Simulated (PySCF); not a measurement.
**Molecular orbitals of MgCd⁺**

TPSSh at R = 2.933 Å; PySCF, scalar-relativistic core potentials, basis sets Mg cc-pVDZ, Cd cc-pVDZ-PP with ECP28. State: ²Σ⁺ (doublet), unpaired electrons σ ↑. Only the outer orbitals are listed, counted within each symmetry, core potentials removing the inner ones.

```json
{"spin": "α", "orbital": "6σ", "occ.": "1", "ε (eV)": "-18.52", "on Mg (%)": "1", "main shells (%)": "99 Cd d"}
{"spin": "α", "orbital": "3π", "occ.": "1", "ε (eV)": "-18.46", "on Mg (%)": "0", "main shells (%)": "100 Cd d"}
{"spin": "α", "orbital": "3π", "occ.": "1", "ε (eV)": "-18.46", "on Mg (%)": "0", "main shells (%)": "100 Cd d"}
{"spin": "α", "orbital": "1δ", "occ.": "1", "ε (eV)": "-18.41", "on Mg (%)": "0", "main shells (%)": "100 Cd d"}
{"spin": "α", "orbital": "1δ", "occ.": "1", "ε (eV)": "-18.41", "on Mg (%)": "0", "main shells (%)": "100 Cd d"}
{"spin": "α", "orbital": "7σ", "occ.": "1", "ε (eV)": "-12.38", "on Mg (%)": "29", "main shells (%)": "66 Cd s, 28 Mg s"}
{"spin": "α", "orbital": "8σ", "occ.": "1", "ε (eV)": "-10.08", "on Mg (%)": "65", "main shells (%)": "63 Mg s, 35 Cd s"}
{"spin": "α", "orbital": "9σ", "occ.": "0", "ε (eV)": "-6.66", "on Mg (%)": "53", "main shells (%)": "51 Mg p, 41 Cd p"}
{"spin": "α", "orbital": "4π", "occ.": "0", "ε (eV)": "-6.64", "on Mg (%)": "66", "main shells (%)": "65 Mg p, 34 Cd p"}
{"spin": "α", "orbital": "4π", "occ.": "0", "ε (eV)": "-6.64", "on Mg (%)": "66", "main shells (%)": "65 Mg p, 34 Cd p"}
{"spin": "β", "orbital": "6σ", "occ.": "1", "ε (eV)": "-18.44", "on Mg (%)": "1", "main shells (%)": "99 Cd d"}
{"spin": "β", "orbital": "3π", "occ.": "1", "ε (eV)": "-18.38", "on Mg (%)": "0", "main shells (%)": "100 Cd d"}
{"spin": "β", "orbital": "3π", "occ.": "1", "ε (eV)": "-18.38", "on Mg (%)": "0", "main shells (%)": "100 Cd d"}
{"spin": "β", "orbital": "1δ", "occ.": "1", "ε (eV)": "-18.34", "on Mg (%)": "0", "main shells (%)": "100 Cd d"}
{"spin": "β", "orbital": "1δ", "occ.": "1", "ε (eV)": "-18.34", "on Mg (%)": "0", "main shells (%)": "100 Cd d"}
{"spin": "β", "orbital": "7σ", "occ.": "1", "ε (eV)": "-12.05", "on Mg (%)": "23", "main shells (%)": "70 Cd s, 20 Mg s"}
{"spin": "β", "orbital": "8σ", "occ.": "0", "ε (eV)": "-8.72", "on Mg (%)": "70", "main shells (%)": "69 Mg s, 28 Cd s"}
{"spin": "β", "orbital": "4π", "occ.": "0", "ε (eV)": "-6.18", "on Mg (%)": "52", "main shells (%)": "52 Mg p, 47 Cd p"}
{"spin": "β", "orbital": "4π", "occ.": "0", "ε (eV)": "-6.18", "on Mg (%)": "52", "main shells (%)": "52 Mg p, 47 Cd p"}
```

Task: Which are the highest filled and the lowest empty level, where do they sit, and how wide is the gap?

Result: Highest filled α 8σ at -10.08 eV (in %: 63 Mg s, 35 Cd s); lowest empty β 8σ at -8.72 eV (in %: 69 Mg s, 28 Cd s); the gap at TPSSh is 1.36 eV.

The bond order (Mayer) is 0.46, the ⟨S²⟩ is 0.757 and the charge on Mg (Mulliken, basis-dependent) is 0.80. The charge on Mg (Löwdin, basis-dependent) is 0.57. The dipole moment (positive dipole points towards Cd; it is taken about the centre of mass and depends on that origin) is -5.83 D.

Spin–orbit coupling is left out. The state was picked by a PBE0 search and need not be the measured ground state.
